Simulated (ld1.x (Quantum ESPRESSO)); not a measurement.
Varying the TM potential for Pd (Z = 46)

Base potential:

palladium, norm-conserving Troullier–Martins (Kleinman–Bylander form), made with ld1.x (Quantum ESPRESSO) 7.5 (PBE, non-relativistic). Core [Ar] 3d10 4s2, reference 4p6 4d9 5s0 5p0 (charge +1). Waves: 5s (bound, empty): rc 2.10 bohr; 4p (bound): rc 1.60 bohr; 4d (bound): rc 1.70 bohr. Local part: all-electron potential smoothed inside 1.60 bohr (lloc = -1). Core correction: Bessel-smoothed model core inside 0.90 bohr.

Cutoffs, loose and tight: the cutoffs (Ry, on a coarse ladder) from which the occupation-weighted sum of valence levels, in a spherical-Bessel basis at the reference potential, stays within 10 and 1 mRy of its value at 400 Ry. They do not see the model core or the augmentation charge, which bear on the density cutoff. Test errors are all-electron minus pseudo excitation energies from the reference, over the configurations 4p6 4d10 5s0 5p0; 4p6 4d8 5s0 5p0; 4p6 4d7 5s0 5p0; 4p6 4d8 5s1 5p0; 4p6 4d9 5s1 5p0; 4p5 4d10 5s0 5p0; 4p6 4d9 5s0 5p1. A dash means not determined; rows that change the core or the reference have their own tests.

A true bound ghost makes a file unfit for plane-wave use even where its test errors are small: the radial tests pick states by their node count and pass the ghost by.

| change | outcome | cutoff, loose | cutoff, tight | bound ghosts | largest test error (meV) |
| --- | --- | --- | --- | --- | --- |
| base | generated | 60 Ry | 90 Ry | s | +100 |
| core [Kr], valence charge 10; reference 4d10 5s0; waves now 5s (bound): rc 3.05 bohr; 5p channel at -0.1 Ry: rc 2.40 bohr; 4d (bound): rc 1.50 bohr; local potential the d channel; core correction a·sin(br)/r model core inside 1.40 bohr | generated | 70 Ry | 80 Ry | s, p | -1585 |
| reference 4p6 4d10 5s0 | generated | 60 Ry | 90 Ry | s | -133 |
| wave 4p (bound): rc 1.60 bohr becomes 4p (bound): rc 2.00 bohr | generated | 60 Ry | 90 Ry | s | +103 |
| local potential all-electron potential smoothed inside 1.72 bohr (lloc = -1) | generated | 60 Ry | 90 Ry | s | -59 |
| local potential the d channel | generated | 60 Ry | 80 Ry | s | -48 |
| wave 4d (bound): rc 1.70 bohr becomes 4d (bound): rc 1.90 bohr | generated | 55 Ry | 80 Ry | s | +100 |
| scalar-relativistic | generated | 60 Ry | 80 Ry | s | -89 |
| core correction Bessel-smoothed model core inside 1.64 bohr | generated | 60 Ry | 90 Ry | s | +100 |
| wave 5s (bound): rc 2.10 bohr becomes 5s (bound): rc 2.58 bohr | generated | 60 Ry | 90 Ry | s | +100 |
| type RRKJ; local potential the s channel; rho0 0.001 | generated | 55 Ry | 60 Ry | none | -506 |
| functional LDA (PZ) | generated | 60 Ry | 90 Ry | s | +87 |

Problem. What comes out with this change to the base: all radii but the core radius scaled by about 1.40 (s 2.96, p 2.24, d 2.38 bohr); local potential all-electron potential smoothed inside 2.24 bohr (lloc = -1)?

Solution. outcome: generated; cutoff, loose: 45 Ry; cutoff, tight: 70 Ry; bound ghosts: s; largest test error (meV): -180.
